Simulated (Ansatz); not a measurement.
Geometry optimisation, RKS PBE0/def2-SVP (Ansatz).

The input (input.yaml):

```yaml
crystal:
  periodic: [false, false, false]
  atoms:
    - { symbol: Mo, position_ang: [-0.111564, -0.109265, -0.092551] }
    - { symbol: F, position_ang: [-0.036527, -0.025189, 1.69813] }
    - { symbol: F, position_ang: [1.700597, -0.1171, -0.228256] }
    - { symbol: F, position_ang: [-0.137073, 1.701479, -0.242299] }
    - { symbol: F, position_ang: [-1.927447, -0.113213, -0.000516] }
    - { symbol: F, position_ang: [-0.100957, -1.924669, 0.008291] }
    - { symbol: F, position_ang: [-0.234135, -0.24613, -1.902775] }
    - { symbol: H, position_ang: [1.620228, 1.670741, 1.31815] }
    - { symbol: H, position_ang: [1.447778, 1.476946, 1.985927] }
basis:
  gaussian: { orbitals: def2-SVP }
hamiltonian:
  xc: pbe0
relax:
  f_tol: 0.03
  max_steps: 50
```

Launched with:

```bash
$ ansatz run input.yaml --threads 4 --pin off --max-ram 5120MiB --backend cpu --events-out ev --progress --plain --runs-dir out
```

Problem. Where does it end, and by what steps?

Solution. It converged. After 7 steps the energy has fallen by 0.280 eV; H8 moved furthest, 0.92 Å.

| step | energy less start (eV) | largest force component (eV/Å) | accepted |
| --- | --- | --- | --- |
| 0 | 0.0000 | 1.607 | yes |
| 1 | -0.1723 | 0.357 | yes |
| 2 | -0.2370 | 0.133 | yes |
| 3 | -0.2665 | 0.063 | yes |
| 4 | -0.2765 | 0.078 | yes |
| 5 | -0.2788 | 0.070 | yes |
| 6 | -0.2800 | 0.038 | yes |
| 7 | -0.2802 | 0.014 | yes |

```xyz
9
Properties=species:S:1:pos:R:3
Mo -0.251 -0.253 -0.225
F -0.165 -0.156 1.588
F 1.563 -0.249 -0.317
F -0.261 1.561 -0.327
F -2.066 -0.257 -0.137
F -0.242 -2.067 -0.128
F -0.341 -0.353 -2.037
H 2.169 2.236 1.787
H 1.813 1.852 2.339
```

Whether the end is a true minimum wasn't checked by a vibrational analysis.

Time of the run: 22 s on 4 threads of Arm Neoverse V2, on a shared host, peak memory 0.33 GiB.
